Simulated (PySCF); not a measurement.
## Radial density of B+ (boron, charge +1)

B3LYP, [He] 2s2, closed-shell 1S. Computed with PySCF 2.14 in Sapporo-DZP-2012 (4s3p1d, 18 functions), with scalar relativity by spin-free X2C-1e.

```json
{"r (bohr)": "0.00615", "4πr²ρ (e/bohr)": "0.03172"}
{"r (bohr)": "0.0103", "4πr²ρ (e/bohr)": "0.08747"}
{"r (bohr)": "0.0174", "4πr²ρ (e/bohr)": "0.2324"}
{"r (bohr)": "0.0293", "4πr²ρ (e/bohr)": "0.5808"}
{"r (bohr)": "0.0492", "4πr²ρ (e/bohr)": "1.352"}
{"r (bohr)": "0.0828", "4πr²ρ (e/bohr)": "2.743"}
{"r (bohr)": "0.139", "4πr²ρ (e/bohr)": "4.484"}
{"r (bohr)": "0.234", "4πr²ρ (e/bohr)": "5.067"}
{"r (bohr)": "0.394", "4πr²ρ (e/bohr)": "3.151"}
{"r (bohr)": "0.662", "4πr²ρ (e/bohr)": "0.9838"}
{"r (bohr)": "1.11", "4πr²ρ (e/bohr)": "1.059"}
{"r (bohr)": "1.87", "4πr²ρ (e/bohr)": "1.004"}
{"r (bohr)": "3.15", "4πr²ρ (e/bohr)": "0.1829"}
{"r (bohr)": "5.30", "4πr²ρ (e/bohr)": "0.005455"}
```

Densities and radii are taken from the X2C orbitals without a picture-change correction, which distorts them close to the nucleus.
